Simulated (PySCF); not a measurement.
CHClF3Ge (charge -1).
Geometry (PBE0-D3(BJ)/def2-SVP, Å), atoms numbered from 1 in this order:
```
atom  x, y, z in Å
F1    -1.2674    1.3902   -0.2929
C2    -0.7188    0.1388   -0.2359
F3    -1.7641   -0.6823    0.0535
F4    -0.3893   -0.1586   -1.5112
Ge5    0.7655    0.1223    1.2057
Cl6    1.7067   -1.8703    0.4858
H7     1.6740    1.0607    0.2665
```

Computed with PBE0-D3(BJ)/def2-SVP geometry optimisation, gas phase (PySCF 2.14.0).

Take the most abundant isotopes and a rigid rotor. 

Problem. What are A, B and C (GHz)?

Solution. Ia = 186.02, Ib = 390.45, Ic = 483.62 u·Å²; 505379 MHz·u·Å²/I gives 2717, 1294 and 1045 MHz, that is A = 2.7168, B = 1.2943, C = 1.0450 GHz.

Problem. What kind of rotor is it?

Solution. An asymmetric top; Ray's κ = -0.702.

Problem. Is it planar, by Δ = Ic − Ia − Ib?

Solution. Not planar: Δ = Ic − Ia − Ib = -92.85 u·Å². For a rigid frame Δ = −2 Σ m c², so Σ m c² = 46.43 u·Å² lies off the ab plane: 2.51 from hydrogen and 43.92 from heavier atoms. The atom farthest from that plane is 1.58 Å away.

Problem. Which lines would a microwave search look for?

Solution. The dipole components (about the centre of mass, as the species is charged) are |μa| = 1.87 D, |μb| = 0.42 D, |μc| = 0.19 D. Intensities carry the squares of the components, which stand as 1.00 : 0.05 : 0.01 (a : b : c). Some lines, for components of 0.1 D or more:

```json
{"type": "a", "branch": "Q", "J(Ka,Kc)": "2(1,1) ← 2(1,2)", "MHz": "748", "lower level (cm⁻¹)": "0.273"}
{"type": "c", "branch": "Q", "J(Ka,Kc)": "2(1,2) ← 2(0,2)", "MHz": "1203", "lower level (cm⁻¹)": "0.233"}
{"type": "c", "branch": "Q", "J(Ka,Kc)": "1(1,1) ← 1(0,1)", "MHz": "1422", "lower level (cm⁻¹)": "0.078"}
{"type": "b", "branch": "Q", "J(Ka,Kc)": "1(1,0) ← 1(0,1)", "MHz": "1672", "lower level (cm⁻¹)": "0.078"}
{"type": "b", "branch": "Q", "J(Ka,Kc)": "2(1,1) ← 2(0,2)", "MHz": "1951", "lower level (cm⁻¹)": "0.233"}
{"type": "a", "branch": "R", "J(Ka,Kc)": "1(0,1) ← 0(0,0)", "MHz": "2339", "lower level (cm⁻¹)": "0.000"}
{"type": "b", "branch": "R", "J(Ka,Kc)": "2(0,2) ← 1(1,1)", "MHz": "3226", "lower level (cm⁻¹)": "0.125"}
{"type": "b", "branch": "R", "J(Ka,Kc)": "1(1,1) ← 0(0,0)", "MHz": "3762", "lower level (cm⁻¹)": "0.000"}
{"type": "c", "branch": "R", "J(Ka,Kc)": "1(1,0) ← 0(0,0)", "MHz": "4011", "lower level (cm⁻¹)": "0.000"}
{"type": "c", "branch": "Q", "J(Ka,Kc)": "2(2,1) ← 2(1,1)", "MHz": "4267", "lower level (cm⁻¹)": "0.298"}
{"type": "b", "branch": "Q", "J(Ka,Kc)": "2(2,0) ← 2(1,1)", "MHz": "4297", "lower level (cm⁻¹)": "0.298"}
{"type": "a", "branch": "R", "J(Ka,Kc)": "2(1,2) ← 1(1,1)", "MHz": "4429", "lower level (cm⁻¹)": "0.125"}
{"type": "a", "branch": "R", "J(Ka,Kc)": "2(0,2) ← 1(0,1)", "MHz": "4649", "lower level (cm⁻¹)": "0.078"}
{"type": "a", "branch": "R", "J(Ka,Kc)": "2(1,1) ← 1(1,0)", "MHz": "4928", "lower level (cm⁻¹)": "0.134"}
{"type": "b", "branch": "Q", "J(Ka,Kc)": "2(2,1) ← 2(1,2)", "MHz": "5016", "lower level (cm⁻¹)": "0.273"}
{"type": "b", "branch": "R", "J(Ka,Kc)": "2(1,2) ← 1(0,1)", "MHz": "5852", "lower level (cm⁻¹)": "0.078"}
{"type": "c", "branch": "R", "J(Ka,Kc)": "2(1,1) ← 1(0,1)", "MHz": "6600", "lower level (cm⁻¹)": "0.078"}
{"type": "b", "branch": "R", "J(Ka,Kc)": "2(2,1) ← 1(1,0)", "MHz": "9195", "lower level (cm⁻¹)": "0.134"}
{"type": "c", "branch": "R", "J(Ka,Kc)": "2(2,0) ← 1(1,0)", "MHz": "9225", "lower level (cm⁻¹)": "0.134"}
{"type": "c", "branch": "R", "J(Ka,Kc)": "2(2,1) ← 1(1,1)", "MHz": "9445", "lower level (cm⁻¹)": "0.125"}
{"type": "b", "branch": "R", "J(Ka,Kc)": "2(2,0) ← 1(1,1)", "MHz": "9475", "lower level (cm⁻¹)": "0.125"}
```

Problem. Estimate the classical rotational partition function at 10 K, 100 K and 500 K.

Solution. Point group C1, symmetry number σ = 1; q = (√π/σ)·√((kT/h)³/(ABC)), k/h = 20836.6 MHz/K: 2780 at 10 K, 87900 at 100 K, 983000 at 500 K.

PBE0-D3(BJ)/def2-SVP frequencies: not computed here. These are rigid-rotor constants of the computed structure; measured ground-state constants (B0) also hold zero-point vibration. Quadrupole hyperfine structure (35Cl) is left out.
